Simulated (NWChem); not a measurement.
Species: CuH; SMILES [CuH]

Program: NWChem. All runs use the structure optimised with B3LYP/6-31G* (spherical d). Vertical excitations in the gas phase; the lowest state need not have the same character in each row.

For level PBE/aug-cc-pVDZ, TDA:

| Quantity | Result |
|---|---|
| lowest excitation, singlet (eV) | 3.01 |
| lowest triplet (eV) | 2.24 |

Problem. What are these values for level LDA (Slater exchange, VWN5)/aug-cc-pVDZ, TDA?

Solution. The lowest excitation, singlet (eV) comes out as 3.12 and the lowest triplet (eV) is 2.41.
